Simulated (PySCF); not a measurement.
**Working out the ionisation energy of Mn⁺**

Mn⁺ [Ar] 3d5 4s1 (7S) → Mn²⁺ [Ar] 3d5 (6S). Calculation: PySCF 2.14, in Sapporo-DKH3-DZP-2012 (6s5p3d1f, 43 functions); the spin-free X2C one-electron Hamiltonian (Gaussian nucleus). Frozen: [Ar]. Energies in hartree (1 hartree = 27.21139 eV):

| part | Mn⁺ (lower) | Mn²⁺ (upper) |
| --- | --- | --- |
| UHF | -1157.134961 | -1156.589305 |
| MP2 opposite-spin | 0.000000 | 0.000000 |
| MP2 same-spin | -0.068062 | -0.052981 |

**Question.** What does Hartree-Fock give?

**Answer.** (-1156.589305) − (-1157.134961) = 0.545656 hartree = 14.848 eV.

**Question.** What do MP2 and SCS-MP2 (6/5 opposite-spin, 1/3 same-spin) give?

**Answer.** The opposite-spin parts differ by 0.000 eV and the same-spin parts by 0.410 eV. MP2: 14.848 + (0.000) + (0.410) = 15.258 eV. SCS-MP2: 14.848 + 1.2 × (0.000) + (0.410)/3 = 14.985 eV.

Measured between the centres of the two terms (NIST): 15.640 eV, so MP2 (valence) is off by -0.382 eV.

A double-zeta basis recovers only part of the correlation energy.

What remains against the reference includes basis incompleteness, the frozen core and correlation beyond second order.
